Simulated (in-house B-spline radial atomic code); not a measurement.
**TDHF excitations of neutral ytterbium**

Method: TDHF. Computed with a B-spline radial code for spherical atoms: linear response of the closed shell [Xe] 4f14 6s2 with bare exchange (time-dependent Hartree-Fock); scalar-relativistic (spin-free one-electron X2C), finite nucleus, no spin-orbit coupling, no double excitations, S, P, D and F terms only; shells from n = 4 respond. Only terms of natural parity with L up to 3 were computed.

Spin-orbit coupling is strong here, so these LS terms don't match observed levels.

Command:
```bash
python run_td.py task.json out
```
Settings (radii: box in bohr, nucleus in fm):
```
Z                        70
electrons                70
configuration            [Xe] 4f14 6s2
hamiltonian              x2c
method                   hf
box_radius               75
rms_radius               5.3108
intervals                76
```

Time taken, with all properties: 2.6 s on 1 thread of Intel(R) Xeon(R) Platinum 8488C (Sapphire Rapids) (shared host).

The lowest states, in the order of their Tamm-Dancoff energies; the method's threshold (minus the highest occupied level) is 5.338 eV. Labels give the largest channel, * marks a mixed state, and oscillator strengths are full-response dipole values. Measured ¹D terms are left out, since they can mix with doubly excited terms. Energies in eV:

| state | full response | Tamm-Dancoff | oscillator strength | measured (J-weighted term) |
| --- | --- | --- | --- | --- |
| 6s → 6p 3P | 0.901 | 1.431 | - | 2.339 |
| 6s → 5d 3D | 2.520 | 2.616 | - | 3.092 |
| 6s → 6p 1P | ? | ? | ? | ? |
| 6s → 7s 3S | 3.188 | 3.212 | - | 4.054 |
| 6s → 5d 1D | 3.456 | 3.498 | - | - |
| 6s → 7s 1S | 3.574 | 3.584 | - | 4.259 |
| 6s → 7p 3P | ? | ? | - | ? |
| 6s → 7p 1P | 4.083 | 4.105 | 0.135 | 5.029 |
| 6s → 6d 3D | 4.123 | 4.131 | - | 4.946 |
| 6s → 6d 1D | 4.233 | 4.245 | - | - |

(1) Where does 6s → 7p 3P lie?

(2) Where does 6s → 6p 1P lie?

(3) How large is the singlet-triplet splitting of 6s → 6p (P terms) in Tamm-Dancoff?

(4) What polarisabilities and dispersion coefficient does the method give?

## Answers

(1) At 3.890 eV in full response, 3.905 eV in Tamm-Dancoff; measured 4.758 eV.

(2) At 2.875 eV in full response, 2.972 eV in Tamm-Dancoff, oscillator strength 1.82; measured 3.108 eV.

(3) 1.54 eV, from the unrounded values.

(4) Dipole 179.4 bohr³, quadrupole 3606 bohr⁵, C6 2791 hartree·bohr⁶ for two such species. Recommended dipole value: 139 ± 6 bohr³ (Schwerdtfeger and Nagle, table of static dipole polarizabilities (2023 update)), which includes relativity and correlation.
